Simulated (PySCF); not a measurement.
**Os(2+) (osmium, charge +2) across methods**

[Xe] 4f14 5d5 6p1, high-spin 7P determinant (an excited configuration). Computed with PySCF 2.14 in aug-cc-pwCVDZ-PP with ECP60MDF, with scalar relativity through the core potential.

```tsv
method	E (hartree)	mean ε 5p β (eV)	mean ε 5d α (eV)	mean ε 6p α (eV)	Σ⟨r²⟩ (bohr²)	⟨S²⟩
r2SCAN	-89.6179	-70.768	-28.520	-16.188	38.25	12.001
M06-L	-89.6019	-70.607	-28.160	-15.693	38.19	12.001
HSE06	-89.5613	-72.044	-29.382	-16.341	38.45	12.001
PBE	-89.5880	-70.064	-28.020	-16.096	38.41	12.000
UHF	-88.99050	-78.276	-34.461	-18.251	38.87	12.002
TPSSh	-89.5464	-71.202	-28.698	-16.260	38.41	12.000
LDA	-89.3600	-70.057	-28.057	-16.275	38.51	12.000
LC-wPBE	-89.5897	-75.261	-32.581	-18.817	38.28	12.001
```

**Question.** Estimate the same row for PBE0.

**Answer.** E (hartree) = -89.5631; mean ε 5p β (eV) = -72.461; mean ε 5d α (eV) = -29.813; mean ε 6p α (eV) = -16.730; Σ⟨r²⟩ (bohr²) = 38.42; ⟨S²⟩ = 12.001.

Energies and moments cover only the electrons outside the core potential. Spin-orbit coupling, absent here, splits the open shell strongly.
